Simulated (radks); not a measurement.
The numbers below are computed, except where a source is named.
Excited configurations of Ga III: one electron is placed in a higher orbital outside [Ar] 3d10. The ground configuration is [Ar] 3d10 4s1. Code: a radial shooting solver on a logarithmic mesh with Libxc functionals. Model: Dirac Kohn-Sham, PBE, spin-unpolarised, spherical densities, finite nucleus; open shells are shared between the two j in proportion to 2j + 1; Fermi nuclear charge, rms radius 3.9973 fm. Excitation = E - E(ground); binding = E(ion) - E, where the ion is the core of charge +3; n* = 3/sqrt(2 binding) in atomic units, and the quantum defect is n - n*. Eigenvalue and <r> are those of j = l + 1/2.

4p: excitation (eV) 8.398; binding (eV) 22.873; quantum defect 1.686; eigenvalue (eV) -18.493; <r> (bohr) 2.498
4d: excitation (eV) 18.329; binding (eV) 12.942; quantum defect 0.924; eigenvalue (eV) -10.361; <r> (bohr) 3.810
4f: excitation (eV) 23.526; binding (eV) 7.745; quantum defect 0.024; eigenvalue (eV) -6.213; <r> (bohr) 5.880
5s: excitation (eV) 17.536; binding (eV) 13.735; quantum defect 2.014; eigenvalue (eV) -11.747; <r> (bohr) 4.570
5p: excitation (eV) 20.053; binding (eV) 11.219; quantum defect 1.696; eigenvalue (eV) -9.486; <r> (bohr) 5.310
6s: excitation (eV) 23.437; binding (eV) 7.835; quantum defect 2.047; eigenvalue (eV) -6.752; <r> (bohr) 7.991
6p: excitation (eV) 24.565; binding (eV) 6.707; quantum defect 1.727; eigenvalue (eV) -5.757; <r> (bohr) 9.049
6d: excitation (eV) 26.274; binding (eV) 4.998; quantum defect 1.050; eigenvalue (eV) -4.271; <r> (bohr) 11.61
7f: excitation (eV) 28.570; binding (eV) 2.701; quantum defect 0.267; eigenvalue (eV) -2.332; <r> (bohr) 21.36

The Delta-SCF ionisation energy is 31.271 eV (NIST Atomic Spectra Database: 30.726 eV, measured). Self-interaction in the functional shifts the binding energies and quantum defects, so they are the method's values and not measured ones. Spin polarisation and multiplet splitting are left out, so open shells lie too high by an amount that depends on their filling.

Beside tabulated values, note that spin-unpolarised runs miss the spin-polarisation part of the exchange energy of open shells.
